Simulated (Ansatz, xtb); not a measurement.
# Relative energy of two structures of B3BeH4Li

We compare X, a singlet given by its coordinates, with Y, a singlet given by its coordinates. Both are isolated molecules in the gas phase, relaxed with B3LYP-D3(BJ)/def2-SVP.

X (Å):

```yaml
atoms:
  - { symbol: B, position_ang: [-1.8266, -2.3947, 0.3885] }
  - { symbol: B, position_ang: [-1.8070, -0.7926, 0.5117] }
  - { symbol: B, position_ang: [-0.6982, -1.5917, -0.3438] }
  - { symbol: Be, position_ang: [-0.4552, 0.2240, -0.3607] }
  - { symbol: Li, position_ang: [-3.4146, -1.6630, 1.5786] }
  - { symbol: H, position_ang: [-2.3894, -3.4224, 0.7001] }
  - { symbol: H, position_ang: [-2.3160, 0.2219, 0.9600] }
  - { symbol: H, position_ang: [0.2877, -1.3541, -1.0233] }
  - { symbol: H, position_ang: [0.1100, 1.3952, -0.6615] }
```

Close contacts (Å): B1–B2 1.61, B1–B3 1.57, B1–Li5 2.12, B2–B3 1.61, B2–Be4 1.90, B2–Li5 2.12, B3–Be4 1.83, B1–H6 1.21, B2–H7 1.22, B3–H8 1.22, Be4–H9 1.33, Li5–H6 2.22, Li5–H7 2.27.

Y (Å):

```xyz
9

B     2.0885   -0.1324    1.5220
B     1.0251   -1.2121    1.6326
B     0.6005    0.4526    1.8407
Be    2.1866    1.6438    1.6425
Li    3.5238   -1.5125    1.1484
H     2.5783    2.9262    1.6703
H     0.3421   -2.1912    1.6813
H     0.4930    1.6834    1.9566
H    -0.5076   -0.0226    2.0069
```

Close contacts (Å): B1–B2 1.52, B1–B3 1.63, B1–Be4 1.78, B1–Li5 2.03, B2–B3 1.73, B2–Li5 2.56, B3–Be4 1.99, B2–H7 1.19, B3–H8 1.24, B3–H9 1.22, Be4–H6 1.34, Be4–H8 1.72.

Quicker runs give these differences E(Y) − E(X): GFN2-xTB +6.1 kcal/mol; HF/STO-3G +17.4 kcal/mol (at GFN2-xTB geometries); r2SCAN-D4/def2-SVP +16.6 kcal/mol (at GFN2-xTB geometries).

Estimate E(Y) − E(X) at the level CCSD(T)/def2-TZVP.

Calculated at CCSD(T)/def2-TZVP: E(Y) − E(X) = +16.2 kcal/mol, so structure X lies lower.

The same difference at several levels:

| level | geometry | E(Y) − E(X) (kcal/mol) | departure from the last row (kcal/mol) | job, with rough time for the two |
| --- | --- | --- | --- | --- |
| GFN2-xTB | GFN2-xTB | +6.1 | −10.1 | optimisation, 0.3 s |
| HF/STO-3G | GFN2-xTB | +17.4 | +1.2 | single point, 0.2 s |
| r2SCAN-D4/def2-SVP | GFN2-xTB | +16.6 | +0.5 | single point, 2.5 s |
| B3LYP-D3(BJ)/def2-SVP | B3LYP-D3(BJ)/def2-SVP | +18.0 | +1.8 | optimisation, 29 s |
| HF/def2-TZVP | B3LYP-D3(BJ)/def2-SVP | +19.1 | +2.9 | part of the CCSD(T) run |
| MP2/def2-TZVP | B3LYP-D3(BJ)/def2-SVP | +16.2 | 0.0 | part of the CCSD(T) run |
| CCSD(T)/def2-TZVP | B3LYP-D3(BJ)/def2-SVP | +16.2 |  | single point, 29 s |

None of the levels shown reverses the order. The largest departure from CCSD(T)/def2-TZVP is that of GFN2-xTB, 10.1 kcal/mol.

With harmonic frequencies from B3LYP-D3(BJ)/def2-SVP (ideal gas, rigid rotor, one conformer each, 298.15 K, 1 atm): the zero-point term adds −0.2 kcal/mol; ΔH is +16.3 and ΔG +15.1 kcal/mol.

The correlated steps freeze 3 core orbitals; the last core shell of Be and Li is correlated, in a basis made for valence electrons. Codes used: Ansatz 0.2.0, xtb 6.7.1; the last row on 2 threads of Arm Neoverse V2 on a shared host.
